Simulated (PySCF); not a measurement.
HfCl4, SMILES [Cl][Hf]([Cl])([Cl])[Cl], multiplicity 1. Heavy atoms are numbered as in [Hf:1]([Cl:2])([Cl:3])([Cl:4])[Cl:5].

Coordinates come from a B3LYP-D3(BJ)/def2-SVP optimisation. The spin state was assumed, not searched. The isomer is the one that the SMILES or the coordinates give; other isomers of the formula were not compared. The def2 effective core potentials stand for the cores of Hf; spin–orbit coupling is left out.

These are PBE0/def2-TZVP (PySCF) values and carry that method's errors.

ESP charges are fitted to the potential on shells at 1.4 to 2.0 van der Waals radii. Atomic charges (e), one atom of each kind:

```json
[
 {"atom": "Hf1", "ESP fit": "?", "Löwdin": "-0.33"},
 {"atom": "Cl2", "ESP fit": "?", "Löwdin": "0.08"}
]
```

Problem. Complete the blanks. (The exact figures need the calculation; the answer reports its results.)

Solution. 
- Hf1, ESP fit: 0.62
- Cl2, ESP fit: -0.15
